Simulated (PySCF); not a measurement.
Isomers of C6H8O3, from PySCF, PBE0-D3(BJ)/def2-SVP geometry optimisation, gas phase. One conformer each, no zero-point energy, no frequencies.

Problem. Which is lowest in electronic energy at this level?
A. `[CH3:1][C:2]1=[CH:3][C@@H:4]([O:5][CH:6]=[O:7])[O:8][CH2:9]1` with C3–C4–O5–C6 -145°, C4–O5–C6–O7 4°, C2–C3–C4–O5 -108°, C3–C4–O8–C9 -13°, C4–O8–C9–C2 12°, C1–C2–C9–O8 175°: A = 4831, B = 915.9, C = 841.9 MHz, dipole 4.01 D
B. `[CH2:1]=[CH:2][O:3]/[CH:4]=[CH:5]\[O:6][C:7]([CH3:8])=[O:9]` with C1–C2–O3–C4 179°, C2–O3–C4–C5 180°, C4–C5–O6–C7 178°, C5–O6–C7–C8 180°: A = 4820, B = 653.0, C = 577.2 MHz, dipole 1.45 D
C. `[CH2:1]=[CH:2][O:3]/[CH:4]=[CH:5]\[C:6](=[O:7])[O:8][CH3:9]` with C1–C2–O3–C4 180°, C2–O3–C4–C5 179°, C4–C5–C6–O7 1°, C5–C6–O8–C9 180°: A = 5411, B = 702.7, C = 624.4 MHz, dipole 2.41 D
D. `[O:1]=[CH:2][O:3][C@@H:4]1[CH2:5][CH2:6][C@H:7]2[O:8][C@@H:9]12` with O1–C2–O3–C4 0°, C2–O3–C4–C5 -122°, O3–C4–C5–C6 -84°, C4–C5–C6–C7 -30°, C5–C6–C7–O8 -45°, C6–C7–O8–C9 99°: A = 3907, B = 1094, C = 1005 MHz, dipole 2.70 D
E. `[O:1]=[CH:2][O:3][C@@H:4]1[CH2:5][CH2:6][CH2:7][C:8]1=[O:9]` with O1–C2–O3–C4 6°, C2–O3–C4–C5 -146°, O3–C4–C5–C6 -157°, C4–C5–C6–C7 40°, C5–C6–C7–C8 -28°, C6–C7–C8–O9 -177°: A = 3039, B = 1240, C = 1003 MHz, dipole 3.90 D

Solution. E. That is `O=CO[C@@H]1CCCC1=O`, 15.7 kcal/mol below the next.

| SMILES | mapped SMILES | E (Eh) | relative (kcal/mol) | relative (kJ/mol) | dipole (D) |
| --- | --- | --- | --- | --- | --- |
| O=CO[C@@H]1CCCC1=O | [O:1]=[CH:2][O:3][C@@H:4]1[CH2:5][CH2:6][CH2:7][C:8]1=[O:9] | -458.29248 | 0.0 | 0.0 | 3.90 |
| CC1=C[C@@H](OC=O)OC1 | [CH3:1][C:2]1=[CH:3][C@@H:4]([O:5][CH:6]=[O:7])[O:8][CH2:9]1 | -458.26750 | 15.7 | 65.6 | 4.01 |
| O=CO[C@@H]1CC[C@H]2O[C@@H]12 | [O:1]=[CH:2][O:3][C@@H:4]1[CH2:5][CH2:6][C@H:7]2[O:8][C@@H:9]12 | -458.25870 | 21.2 | 88.7 | 2.70 |
| C=CO/C=C\C(=O)OC | [CH2:1]=[CH:2][O:3]/[CH:4]=[CH:5]\[C:6](=[O:7])[O:8][CH3:9] | -458.23202 | 37.9 | 158.7 | 2.41 |
| C=CO/C=C\OC(C)=O | [CH2:1]=[CH:2][O:3]/[CH:4]=[CH:5]\[O:6][C:7]([CH3:8])=[O:9] | -458.23118 | 38.5 | 160.9 | 1.45 |

As drawn, the highest has a C=C bond outside aromatic rings, which the lowest lacks.
